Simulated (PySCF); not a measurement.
Species: H5OSiTl.
Numbering: `[SiH3:1][O:2][TlH2:3]` (hydrogens: H4, H5, H6 on Si1; H7, H8 on Tl3)

Computed by this run: PBE0-D3(BJ)/def2-SVP geometry optimisation, gas phase, def2 core potentials past Kr in PySCF 2.14.0; density fitting, grid level 1; the optimiser is geomeTRIC in internal coordinates, started from a GFN2-xTB structure with every atom displaced at random (about 0.01 Å).

Step 0: E = -14689.7800 eV
```
atom  x, y, z in Å  |  force x, y, z in eV/Å
Si1     1.3607    0.3821    0.5690   -0.988   0.876  -0.493
O2     -0.0892   -0.0371   -0.0245    1.250   0.296   0.475
Tl3    -1.8713   -0.5608   -0.7506   -1.628  -0.489  -0.851
H4      1.9428    1.4416   -0.3134    0.313   0.059   0.091
H5      2.1993   -0.7851    0.5834    0.955  -0.842   0.182
H6      1.1412    0.9441    1.9164    0.312   0.154   0.496
H7     -1.8160   -0.3730   -2.4105    0.117   0.111  -0.516
H8     -2.8124   -1.0309    0.5332   -0.331  -0.165   0.616
```

Step 1: E = -14689.9810 eV
```
atom  x, y, z in Å  |  force x, y, z in eV/Å
Si1     1.3755    0.4045    0.5734   -0.305   0.130  -0.187
O2     -0.0733   -0.0257   -0.0193   -0.781  -0.235  -0.315
Tl3    -1.9902   -0.5986   -0.7985    0.319   0.064   0.128
H4      2.0211    1.4621   -0.2749    0.099   0.011   0.017
H5      2.2899   -0.7707    0.6176    0.222  -0.114   0.081
H6      1.2427    0.9728    1.9504    0.112   0.017   0.153
H7     -1.8706   -0.3842   -2.5025    0.075   0.006   0.296
H8     -2.9400   -1.0793    0.5568    0.259   0.122  -0.173
```

Step 2: E = -14690.0180 eV
```
atom  x, y, z in Å  |  force x, y, z in eV/Å
Si1     1.3422    0.3990    0.5567   -0.029   0.049  -0.019
O2     -0.1097   -0.0371   -0.0331    0.076   0.023   0.062
Tl3    -1.9834   -0.6026   -0.7896   -0.167  -0.043  -0.098
H4      2.0047    1.4548   -0.2849   -0.006  -0.019  -0.001
H5      2.2849   -0.7682    0.6150    0.017  -0.009   0.019
H6      1.2420    0.9666    1.9453    0.012  -0.027   0.004
H7     -1.8165   -0.3674   -2.4599    0.044   0.015  -0.038
H8     -2.9091   -1.0643    0.5534    0.054   0.011   0.071
```

Problem. Estimate the geometry and energy of step 3. (The exact step hangs on the optimiser's Hessian estimate; all steps are aligned on step 2, rigid shifts and turns removed.)

Solution. E = -14690.0207 eV, largest force 0.148 eV/Å
```
atom  x, y, z in Å  |  force x, y, z in eV/Å
Si1     1.3387    0.3995    0.5567   -0.013   0.006  -0.008
O2     -0.1122   -0.0361   -0.0357    0.055   0.020   0.044
Tl3    -1.9882   -0.6024   -0.7960   -0.112  -0.032  -0.091
H4      2.0034    1.4539   -0.2837   -0.003  -0.005  -0.004
H5      2.2840   -0.7673    0.6190   -0.001   0.002   0.006
H6      1.2406    0.9615    1.9477    0.001  -0.012   0.000
H7     -1.8186   -0.3687   -2.4691    0.029   0.007   0.018
H8     -2.8925   -1.0594    0.5640    0.045   0.015   0.035
```

The energy changes by -0.0027 eV. The first-order estimate −F·Δx gives -0.0034 eV and the mean of the old and new forces, exact on a quadratic surface, -0.0027 eV. The step makes an angle of 59° with the force vector and moves no atom by more than 0.020 Å.

The cost below is that of the whole optimisation. On one thread, Arm Neoverse V1 (aarch64), shared host, this took 17 s and 0.36 GiB of memory at its peak.
